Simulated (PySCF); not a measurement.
Simulated P 2p region for `C#[C][GeH2][PH2]`, binding energy against the vacuum level.

Every computed line was given a Gaussian of 0.5 eV full width at half maximum and an area set by the number of equivalent atoms (split 2:1 within a doublet); the highest printed point is 100. Theory: PySCF, delta-SCF UKS SCAN, pcX-2 on the ionised atom, pcseg-1 elsewhere, spin-free X2C.

| binding energy (eV) | intensity |
| --- | --- |
| 135.7 | 0 |
| 135.8 | 1 |
| 135.9 | 4 |
| 136.0 | 12 |
| 136.1 | 29 |
| 136.2 | 55 |
| 136.3 | 83 |
| 136.4 | 100 |
| 136.5 | 97 |
| 136.6 | 75 |
| 136.7 | 47 |
| 136.8 | 26 |
| 136.9 | 16 |
| 137.0 | 19 |
| 137.1 | 30 |
| 137.2 | 43 |
| 137.3 | 50 |
| 137.4 | 48 |
| 137.5 | 36 |
| 137.6 | 22 |
| 137.7 | 11 |
| 137.8 | 4 |
| 137.9 | 1 |
| 138.0 | 0 |

Task: Count the maxima, the lines and the sites behind this envelope.

Result: The curve has 2 maxima (at 136.4 and 137.3 eV). Under it lie 2 lines from 1 inequivalent phosphorus site, drawn as a 2p3/2, 2p1/2 pair.

Task: Decompose the envelope and assign each component. Numbering: `[CH:1]#[C:2][GeH2:3][PH2:4]`.

Result: 
```
position (eV)  relative area     line  atoms                  environment
       136.44           0.67  P 2p3/2     P4  three-coordinate phosphorus
       137.33           0.33  P 2p1/2     P4  three-coordinate phosphorus
```

Task: What are the centre and the root-mean-square width of the whole band?

Result: The area-weighted mean of the lines is 136.73 eV. Their own spread about it is 0.42 eV (rms) and each Gaussian has σ = 0.5/2.355 = 0.21 eV; the variances add, which gives 0.47 eV.

The curve has no shake-up lines and no vibrational structure. 2p3/2 and 2p1/2 are the ΔSCF energy of one spin-free 2p hole plus the eigenvalues of a spin–orbit and ligand-field matrix of the shell. 2p1/2 minus 2p3/2 (ligand field included): P 0.89 eV. Isolated species at its PBE0-D3(BJ)/def2-SVP geometry (one conformer only).

Shape of the structure used: `[CH:1]#[C:2][GeH2:3][PH2:4]`: H–P4–Ge3–C2 -47°, H–P4–Ge3–C2 46°.
